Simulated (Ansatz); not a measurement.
Bonds to the group Y in Y-Sb(OH)2. All species are isolated molecules in the gas phase. Each species was relaxed from one start; no search for lower structures was made at this level. In the def2 sets, heavy atoms carry core potentials. Strings in code marks are SMILES.

The hole reorganisation energy (four-point) from two functionals at the same geometries (B3LYP-D3(BJ)/def2-SVP), both in Ansatz (a quantum-chemistry and plane-wave program): PBE-D3(BJ)/def2-TZVP and PBE0-D3(BJ)/def2-TZVP. 

| species | PBE-D3(BJ)/def2-TZVP (eV) | PBE0-D3(BJ)/def2-TZVP (eV) |
|---|---|---|
| Y = methyl (`[OH][Sb]([OH])[CH3]` (O–Sb–O–H torsion -90°, O–Sb–O–H torsion -51°)) | 1.047 | 1.084 |
| Y = ethyl (`C[CH2][Sb]([OH])[OH]`) | 1.181 | 1.259 |
| Y = n-butyl (`C(CC)[CH2][Sb]([OH])[OH]`) | 1.124 | 1.205 |
| Y = vinyl (`C=[CH][Sb]([OH])[OH]`) | 1.102 | 1.144 |
| Y = phenyl | 0.796 | 0.798 |
| Y = but-3-enyl (`[OH][Sb]([CH2]CC=C)[OH]`) | 1.034 | 1.158 |

Over these rows, drawn at random from the members with no instability flagged (it was tested for open shells, ions and some series alone), PBE minus PBE0-D3(BJ): mean -0.061 eV, from -0.124 eV to -0.001 eV.
